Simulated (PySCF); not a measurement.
C₃H₈As, SMILES [CH2][As](C)C, multiplicity 2. Geometry optimised at PBE0-D3(BJ)/def2-SVP. The isomer is the one that the SMILES or the coordinates give; other isomers of the formula were not compared.

The numbers are results of PBE0-D3(BJ)/def2-SVP (PySCF), not measurements.

Harmonic wavenumbers (cm⁻¹): 149, 157, 173, 209, 215, 232, 509, 587, 603, 651, 729, 785, 854, 875, 900, 1255, 1269, 1359, 1429, 1432, 1440, 1442, 3062, 3063, 3148, 3180, 3180, 3183, 3185, 3272. Rotational constants (GHz): 5.129, 4.860, 3.450; symmetry number 1.

**Question.** Work out the zero-point energy and the ideal-gas rigid-rotor harmonic-oscillator thermochemistry at 298.15 K and 1 atm.

**Answer.** ZPE = ½ Σ hcν = ½ × 42526 cm⁻¹ = 254.36 kJ/mol. H − E(el) = 276.30 kJ/mol. Entropy in J/(mol K): translation 168.35, rotation 107.64, vibration 69.55, spin 5.76, total 351.30. G − E(el) = 171.55 kJ/mol. Cp = 113.75 J/(mol K). Modes under 150 cm⁻¹ make the vibrational entropy uncertain.
